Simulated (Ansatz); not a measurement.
Species: WH$_{5}$, net charge 0, doublet state. The spin state was set by rule; other spins were not relaxed. 
Coordinates optimised at B3LYP-D3(BJ)/def2-TZVP (Ansatz, a program for electronic structure):
```
W
H 1 1.6787
H 1 1.6935 2 61.80
H 1 1.6935 2 61.80 3 180.00
H 1 1.7207 2 121.67 4 90.00
H 1 1.7207 2 121.67 4 -90.00
```
Charge 0, spin multiplicity 2.

Computed values are from Ansatz. Correlated levels leave the core frozen unless marked. UHF or UKS for open shells. No spin-orbit coupling. Frozen are the shells of the preceding noble gas and the d and f shells that filled before the atom's block. Past Kr the def2 sets carry scalar-relativistic core potentials. CBS(X,Y): correlation extrapolated as X^-3; Hartree-Fock from the larger set. The bracket is a focal-point correction in the basis named.

```yaml
atomisation energy De: 342.2 kcal/mol at RI-MP2/CBS(def2-TZVPPD,def2-QZVPPD)+[CCSD(T)-MP2]/def2-TZVPPD
vertical ionisation energy (to the singlet): 8.70 eV at RI-MP2/CBS(def2-TZVPPD,def2-QZVPPD)+[CCSD(T)-MP2]/def2-TZVPPD
total_energy: -69.4879 Eh at RI-MP2/CBS(def2-TZVPPD,def2-QZVPPD)+[CCSD(T)-MP2]/def2-TZVPPD
dipole_moment: 0.89 D at CCSD(T)/def2-SVPD
T1 diagnostic: 0.038 at CCSD/def2-TZVPPD
```
